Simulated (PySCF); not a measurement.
# Gas-phase XPS of Si3F8, computed

Si3F8.
Structure used (PBE0-D3(BJ)/def2-SVP), in Å, numbered top down from 1:
```
atom  x, y, z in Å
Si1    1.6581    0.2958   -1.0850
F2     2.5583    1.4111   -0.3716
F3     0.7375    1.0237   -2.1782
F4     2.6322   -0.7262   -1.8378
Si5    0.2545   -0.7715    0.4461
F6     1.0171   -0.8560    1.8669
F7    -0.0088   -2.2719   -0.0906
Si8   -1.8166    0.2533    0.7733
F9    -1.5897    1.7750    1.2221
F10   -2.6387    0.2556   -0.6013
F11   -2.7059   -0.4742    1.8871
```

Method: delta-SCF UKS SCAN, pcX-2 on the ionised atom, pcseg-1 elsewhere, spin-free X2C (PySCF 2.14.0). Vertical ΔSCF values, vacuum level as zero.

Problem. List the computed XPS lines with their assignment.

Solution. 
```tsv
atom(s)	bonded to	level	binding energy (eV)	2p1/2 (eV)	above the level's lowest (eV)	count
Si1/Si8	3 F and Si	Si 1s	1850.93	–	+0.74	2
Si5	2 F and 2 Si	Si 1s	1850.19	–	0.00	1
F2 (×6)	Si	F 1s	693.87	–	+0.13	6
F6/F7	Si	F 1s	693.74	–	0.00	2
Si1/Si8	3 F and Si	Si 2p3/2	110.65	111.28	+0.53	2
Si5	2 F and 2 Si	Si 2p3/2	110.12	110.75	0.00	1
```

The 2 F 1s values lie within 0.13 eV of each other; Gaussian lines of 0.5 eV full width would blend them into one maximum.

Lowest listed Si 1s: Si5, bonded to 2 F and 2 Si. Highest, 0.74 eV above it: Si1/Si8, bonded to 3 F and Si.

Lowest listed Si 2p3/2: Si5, bonded to 2 F and 2 Si. Highest, 0.53 eV above it: Si1/Si8, bonded to 3 F and Si.

Problem. What is the longest wavelength that can ionise Si 2p3/2 of Si5 vertically?

Solution. λ = hc/E = 12398.42 eV Å / 110.12 eV = 112.590 Å.

Problem. Give the binding energy of Si 2p3/2 of Si5 in hartree and in kJ/mol.

Solution. 110.12 eV = 4.0468 Eh = 10625 kJ/mol.

One atom of each set of topologically equivalent atoms was ionised and stands for the set; in this conformer not all members are related by symmetry, and their own values weren't computed. The 2p values add to the ΔSCF energy of one spin-free hole a correction within the shell (spin–orbit coupling, ligand field). 2p1/2 minus 2p3/2 (ligand field included): Si 0.63 eV. Isolated species at its PBE0-D3(BJ)/def2-SVP geometry, gas phase.
